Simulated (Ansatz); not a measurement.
`CC(C)[SiH3]` + `CB(C)O` → `CB(C)O[SiH3]` + `CCC` at 500 K and 1 bar (ligand exchange at the Si–C bond).

Isolated molecules relaxed with PBE0-D4/def2-TZVP in Ansatz; ΔE leaves out vibrations. CCSD(T)/CBS is the MP2 limit (def2-TZVPP, def2-QZVPP) plus CCSD(T) − MP2 in def2-TZVPP, frozen cores. Each species was taken in one conformer, which may not be the lowest.

```csv
species,CCSD(T)/CBS energy (Eh),H − E (kJ/mol),S (J/(mol·K))
`CC(C)[SiH3]`,-409.25569,357.4,395.6
`CB(C)O`,-180.36349,283.3,374.4
`CB(C)O[SiH3]`,-470.67451,337.1,458.6
`CCC`,-118.98051,304.1,314.1
```

H − E and S are ideal-gas, rigid-rotor, harmonic terms from PBE0-D4/def2-TZVP, for one conformer and one mirror image of each species. 1 Eh = 2625.50 kJ/mol, R = 8.31446 J/(mol·K).

Task: By hand: ΔE, ΔH, ΔS and ΔG.

Result: ΔE = (-470.67451) + (-118.98051) − (-409.25569) − (-180.36349) = -0.03584 Eh = -94.1 kJ/mol. Δ(H − E) = 337.1 + 304.1 − 357.4 − 283.3 = 0.5, so ΔH = -93.6 kJ/mol. ΔS = 458.6 + 314.1 − 395.6 − 374.4 = 2.7 J/(mol·K). ΔG = -93.6 − 500 × (2.7)/1000 = -94.9 kJ/mol.

Task: By hand: the equilibrium constant, and the temperature at which ΔG would vanish if ΔH and ΔS stayed fixed.

Result: log₁₀ K = −ΔG/(RT ln 10) = 9.9. ΔH and −TΔS have one sign here, so there is no such temperature. One of them is within its doubt of zero, so this could turn.

The number of gas molecules stays the same, so ΔS is small and ΔH decides. A doubt of 5 kJ/mol in ΔE shifts log₁₀ K by 0.5 here. Other conformers and mirror images would add mixing entropy, several J/(mol·K) or more a flexible species. Modes under 60 cm⁻¹, often nearly free rotors, make the harmonic entropy too high. These are equilibria of isolated gas molecules and say nothing of rates. Largest T1 diagnostic: 0.011 (customary marks: 0.02 for closed shells, 0.045 for open ones).
